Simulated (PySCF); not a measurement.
# Radial density of Re⁴⁰⁺ (rhenium, charge +40)

MN15, [Ar] 3d10 4s2 4p5, 2P determinant. Calculation: PySCF 2.14, in an even-tempered Gaussian basis (19 s from 4.1 bohr⁻², ratio 2.5; 14 p from 5.3 bohr⁻², ratio 2.5; 8 d from 9.5 bohr⁻², ratio 2.5; 4 f from 29 bohr⁻², ratio 2.7; 4 g from 44 bohr⁻², ratio 2.7); scalar relativity by spin-free X2C-1e.

```
r (bohr)  4πr²ρ (e/bohr)  4πr²(ρα − ρβ)
  0.0179           95.73         0.2764
  0.0301           99.09         0.6363
  0.0506           136.0         0.5036
  0.0851           106.8         0.0535
   0.143           118.7         1.3526
   0.241           61.98         0.1097
   0.405           27.34         3.4018
   0.681           2.818         0.4454
    1.15        0.002983         0.0004
```

Densities and radii are taken from the X2C orbitals without a picture-change correction, which distorts them close to the nucleus.

Spin-orbit coupling, absent here, splits the open shell strongly.
